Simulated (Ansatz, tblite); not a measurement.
Cost and result up the ladder for the cluster AlCu2⁺ (the lowest singlet isomer of a short search) (3 atoms). Total charge 1; singlet. Geometry: PBE-D4/def2-TZVP.

```csv
atom,x (Å),y (Å),z (Å)
Cu1,-1.8393,-1.2866,0.4822
Cu2,1.8393,1.2866,-0.4823
Al3,0.0000,0.0000,0.0000
```

Ansatz on 2 threads of Arm Neoverse V2 on a shared host; xTB runs through tblite on one thread. Times are rough, summed over both states, and most runs start from the orbitals of an earlier one. CCSD(T)/def2-TZVPP serves as the yardstick here, not as an exact answer. The other state is a triplet at its own geometry, which has other bonds, so the gap mixes isomer and spin.

The xTB rows come from tblite. HSE06 is defined as in plane-wave codes, on full-range PBE exchange. Correlated methods freeze 23 core orbitals. At PBE0-D4/def2-TZVP a singlet of charge 1 lies 1.15 eV below the triplet, each at its own geometry. The structure comes from a short search, and lower isomers may exist.

Correlated methods converge slowly with the basis (MP2 moves by 0.04 eV from def2-TZVP to def2-QZVPP here).

xTB has no spin-polarisation term.

| level | functions | triplet − singlet (eV) | difference from CCSD(T)/def2-TZVPP (eV) |
| --- | --- | --- | --- |
| HF/def2-TZVP (with forces) | 127 | 0.89 | -0.41 |
| GFN2-xTB | 27 | 2.64 | 1.34 |
| PBE0-D4/def2-TZVP (with forces) | 127 | 1.15 | -0.15 |
| r2SCAN0-D4/def2-TZVP | 127 | 1.04 | -0.26 |
| CCSD(T)/def2-TZVPP | 170 | 1.30 | 0.00 |
| RPA@PBE/def2-TZVP | 127 | 1.24 | -0.06 |
| BLYP-D4/def2-TZVP | 127 | 1.24 | -0.06 |
| r2SCANh-D4/def2-TZVP | 127 | 1.01 | -0.29 |
| r2SCAN-D4/def2-TZVP | 127 | 0.98 | -0.32 |
| GFN1-xTB | 27 | 0.53 | -0.77 |
| HSE06-D4/def2-TZVP | 127 | 1.15 | -0.15 |
| B97M-V/def2-TZVP | 127 | 1.12 | -0.18 |
| PBE-D4/def2-TZVP | 127 | 1.10 | -0.20 |
| revPBE-D4/def2-TZVP | 127 | 1.10 | -0.19 |

Task: Estimate how long each takes.

Result: GFN1-xTB 0.004 s; GFN2-xTB 0.005 s; HF/def2-TZVP (with forces) 4 s; PBE-D4/def2-TZVP 4.4 s; revPBE-D4/def2-TZVP 4.4 s; BLYP-D4/def2-TZVP 5.8 s; HSE06-D4/def2-TZVP 6.8 s; RPA@PBE/def2-TZVP 7.2 s; PBE0-D4/def2-TZVP (with forces) 11 s; r2SCAN-D4/def2-TZVP 12 s; r2SCANh-D4/def2-TZVP 13 s; r2SCAN0-D4/def2-TZVP 13 s; B97M-V/def2-TZVP 18 s; CCSD(T)/def2-TZVPP 33 s. On shared hardware such times vary by a factor of up to 3.
